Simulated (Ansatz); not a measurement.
`C[CH2][Mg][CH2]C` + H₂O → `C[CH2][Mg][OH]` + `CC`  (formal hydrolysis of a Mg–C bond)

Isolated molecules relaxed with PBE0-D4/def2-TZVP in Ansatz; ΔE leaves out vibrations. CBS: MP2 limit from def2 TZ/QZ plus the TZ coupled-cluster correction, frozen cores. This one scheme is used for every species. Functionals use def2-TZVPP. For Mg outer-core shells are correlated without core-valence functions, which leaves a few kJ/mol of doubt a bond. One conformer a species, not always the lowest.

```json
{"species": "`C[CH2][Mg][CH2]C`", "LDA (SPW92) energy (Eh)": "-356.07097"}
{"species": "H₂O", "LDA (SPW92) energy (Eh)": "-75.90194"}
{"species": "`C[CH2][Mg][OH]`", "LDA (SPW92) energy (Eh)": "-352.96402"}
{"species": "`CC`", "LDA (SPW92) energy (Eh)": "-79.06674"}
```

(1) Work out ΔE.

Largest T1 diagnostic among the species: 0.010.

## Answers

(1) ΔE = (-352.96402) + (-79.06674) − (-356.07097) − (-75.90194) = -0.05785 Eh = -151.9 kJ/mol. CCSD(T)/CBS gives -158.6 kJ/mol.

Leaving LDA and LC-ωPBE aside and taking each functional with its dispersion term where it has one, the values, not all of them listed here, spread over 20.8 kJ/mol, from CAM-B3LYP-D4 to revPBE-D4. At CCSD(T), def2-SVP lies −19.6 kJ/mol from the extrapolated value and def2-TZVPP +0.7 kJ/mol. From PBE to PBE0 (25 % exact exchange), in def2-TZVPP and without D4, ΔE moves by −3.3 kJ/mol.
